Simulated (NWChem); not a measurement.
System: C$_{3}$H$_{3}$ClF$_{2}$; SMILES F[C@@H]1C[C@@]1(F)Cl

Parts of the log:

```
             Northwest Computational Chemistry Package (NWChem) 7.3.0
             --------------------------------------------------------

 C1  symmetry detected

                             Geometry "geometry" -> ""
                             -------------------------

 Output coordinates in angstroms (scale by  1.889725989 to convert to a.u.)

  No.       Tag          Charge          X              Y              Z
 ---- ---------------- ---------- -------------- -------------- --------------
    1 F                    9.0000     0.04840549    -2.14886346    -0.62482136
    2 C                    6.0000     0.67422142    -0.99374785    -0.26220315
    3 C                    6.0000     0.60215055    -0.58683734     1.20054454
    4 C                    6.0000    -0.19577264     0.14178484     0.16293565
    5 F                    9.0000    -1.53236611    -0.06287850     0.14835975
    6 Cl                  17.0000     0.22421683     1.80534123    -0.29333500
    7 H                    1.0000     1.57755850    -0.80248658    -0.83520070
    8 H                    1.0000     1.46244208    -0.10777043     1.65804721
    9 H                    1.0000     0.02036284    -1.24206414     1.84434074

 Effective nuclear repulsion energy (a.u.)     299.1433981441

                                 NWChem DFT Module
                                 -----------------

 Summary of "ao basis" -> "ao basis" (spherical)
 ------------------------------------------------------------------------------
       Tag                 Description            Shells   Functions and Types
 ---------------- ------------------------------  ------  ---------------------
 F                         def2-tzvp                11       31   5s3p2d1f
 C                         def2-tzvp                11       31   5s3p2d1f
 Cl                        def2-tzvp                13       37   5s5p2d1f
 H                         def2-tzvp                 4        6   3s1p

            General Information
            -------------------
          SCF calculation type: DFT
          Wavefunction type:  closed shell.
          No. of atoms     :     9
          No. of electrons :    56
           Alpha electrons :    28
            Beta electrons :    28
          Charge           :     0
          Spin multiplicity:     1
          Use of symmetry is: off; symmetry adaption is: off
          Maximum number of iterations: 150
          AO basis - number of functions:   210
                     number of shells:    80
          Convergence on energy requested:  1.00D-06
          Convergence on density requested:  1.00D-05
          Convergence on gradient requested:  5.00D-04

              XC Information
              --------------
                         B3LYP Method XC Potential
                     Hartree-Fock (Exact) Exchange  0.200
                        Slater Exchange Functional  0.800 local
                    Becke 1988 Exchange Functional  0.720 non-local
              Lee-Yang-Parr Correlation Functional  0.810
                  VWN I RPA Correlation Functional  0.190 local

             Grid Information
             ----------------
          Grid used for XC integration:  medium
          Radial quadrature: Mura-Knowles
          Angular quadrature: Lebedev.
          Tag              B.-S. Rad. Rad. Pts. Rad. Cut. Ang. Pts.
          ---              ---------- --------- --------- ---------
          F                   0.50       49          11.0       434
          C                   0.70       49           9.0       434
          Cl                  1.00       88          11.0       590
          H                   0.35       45          10.0       434
          Grid pruning is: on
          Number of quadrature shells:   468
          Spatial weights used:  Erf1

      Superposition of Atomic Density Guess
      -------------------------------------

 Sum of atomic energies:        -772.82725755

      Non-variational initial energy
      ------------------------------

 Total energy =    -775.469013
 1-e energy   =   -1661.985672
 2-e energy   =     587.373260
 HOMO         =      -0.282082
 LUMO         =       0.050370

------------------------------------------------------------
EAF file 0: "./job.aoints.0" size=1015021568 bytes
------------------------------------------------------------
               write      read    awrite     aread      wait
               -----      ----    ------     -----      ----
     calls:     1936         0         0         0         0
   data(b): 1.02e+09  0.00e+00  0.00e+00  0.00e+00
   time(s): 0.00e+00  0.00e+00  0.00e+00  0.00e+00  0.00e+00
rate(mb/s): 0.00e+00  0.00e+00
------------------------------------------------------------

     ---------------------------------------------
      Total Density - Mulliken Population Analysis
     ---------------------------------------------

    Atom       Charge   Shell Charges
 -----------   ------   -------------------------------------------------------
    1 F    9     9.37   0.77  1.20  0.61  1.00  0.31  2.32  2.31  0.83  0.00  0.01  0.00
    2 C    6     5.74   0.86  1.12  0.51  0.65  0.14  1.04  1.09  0.20  0.03  0.09  0.01
    3 C    6     6.44   0.86  1.12  0.55  0.69  0.11  1.26  1.37  0.43  0.02  0.03  0.01
    4 C    6     5.34   0.85  1.13  0.48  0.63  0.03  0.90  1.00  0.13  0.04  0.14  0.02
    5 F    9     9.35   0.77  1.20  0.61  1.00  0.31  2.32  2.30  0.83  0.00  0.01  0.00
    6 Cl  17    17.25   2.01  0.45  1.52  1.11  0.83  4.19  1.69  1.10  2.87  1.46  0.01  0.03  0.00
    7 H    1     0.87   0.24  0.46  0.15  0.02
    8 H    1     0.83   0.24  0.44  0.12  0.02
    9 H    1     0.82   0.23  0.43  0.12  0.02

[...]
```

Level: B3LYP/def2-TZVP. Geometry: optimised at B3LYP/6-31G* (spherical d).

Question: Reconstruct the input file.

Answer: This is not unique; one that fits is the input that was run:
```
start job
memory heap 200 mb stack 900 mb global 1100 mb
geometry units angstroms noautoz
  F      0.031610    -2.147584    -0.621727
  C      0.661326    -1.003670    -0.231409
  C      0.528670    -0.592767     1.225973
  C     -0.206160     0.148681     0.151504
  F     -1.544212    -0.031043     0.074707
  Cl     0.265740     1.803263    -0.286289
  H      1.593852    -0.830357    -0.761770
  H      1.375480    -0.128980     1.722692
  H     -0.094704    -1.235830     1.842534
end
basis spherical
  * library def2-tzvp
end
dft
  xc b3lyp
  iterations 150
  semidirect filesize 400000000
  mulliken
end
task dft energy
```
